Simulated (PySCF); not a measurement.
**Where the electron goes**

AlCl2(OMe), CH3AlCl2O.
Structure used (PBE0-D3(BJ)/def2-SVP), in Å, numbered top down from 1:
```
atom  x, y, z in Å
Al1    0.731    1.245    0.677
Cl2    2.724    1.206    1.283
Cl3   -0.359    2.990    1.003
O4     0.032   -0.067   -0.035
C5    -0.609   -1.134   -0.627
H6    -1.417   -0.793   -1.298
H7    -1.060   -1.794    0.134
H8     0.096   -1.740   -1.221
```

Level of theory: PySCF 2.14.0, density-fitted response routines, TDDFT wB97X-D/def2-SVPD, vertical, gas phase, core orbitals frozen in the response.

Frontier orbitals with the atoms that hold most of them (Löwdin shares over 4%, at most four atoms; ? is withheld):

```tsv
orbital	ε (eV)	atoms
LUMO+2	2.06	Al1 31%, C5 18%, O4 11%, Cl3 9%
LUMO+1	1.38	Al1 43%, Cl2 19%, Cl3 19%, O4 17%
LUMO	?	Al1 62%, Cl2 13%, Cl3 13%, O4 8%
HOMO	-10.48	?
HOMO-1	-10.74	?
HOMO-2	-11.29	Cl2 40%, Cl3 40%, O4 8%, Al1 6%
HOMO-3	-11.44	Cl3 47%, Cl2 46%, Al1 8%
```

Q: Which atoms hold the HOMO, and with what shares?

A: O4 (bonded to Al and C) 49%; C5 (bonded to O and 3 H) 14%; Cl3 (bonded to Al) 12%; Cl2 (bonded to Al) 10%. By element: oxygen 49%, chlorine 22%, carbon 14%.

Q: Which atoms hold the HOMO-1, and with what shares?

A: O4 (bonded to Al and C) 54%; C5 (bonded to O and 3 H) 18%; H7 (bonded to C) 10%; Al1 (bonded to 2 Cl and O) 5%.

Q: What is the LUMO energy, and the HOMO–LUMO gap?

A: ε(LUMO) = 0.49 eV; the gap is 10.97 eV (0.4030 hartree).

Q: The HOMO–LUMO gap is 10.97 eV. Where does the response calculation put the lowest singlet, and from which orbitals?

A: S1 is at 6.57 eV (f = 0.0033), 4.39 eV below the gap, made of HOMO→LUMO (90%). 

Q: Give energy, strength and leading configuration of S1, S2, S3, S4 and S8, and follow the Löwdin shares of the leading atoms from the occupied to the empty orbital.

A: 
- S1 (6.57 eV, f 0.0033), HOMO→LUMO (90%): O4 49% → 8%, C5 14% → at most 5%, Al1 at most 11% → 62%, Cl2 10% → 13%
- S2 (6.80 eV, f 0.0003), HOMO-1→LUMO (90%): O4 54% → 8%, C5 18% → at most 5%, Al1 5% → 62%, Cl2 at most 5% → 13%
- S3 (7.12 eV, f 0.0002), HOMO→LUMO+1 (97%): O4 49% → 17%, C5 14% → at most 2%, Al1 at most 11% → 43%, Cl2 10% → 19%
- S4 (7.35 eV, f 0.053), HOMO-2→LUMO (88%): Cl2 40% → 13%, Cl3 40% → 13%, Al1 6% → 62%
- S8 (7.86 eV, f 0.0003), HOMO-2→LUMO+1 (97%): Cl2 40% → 19%, Cl3 40% → 19%, Al1 6% → 43%
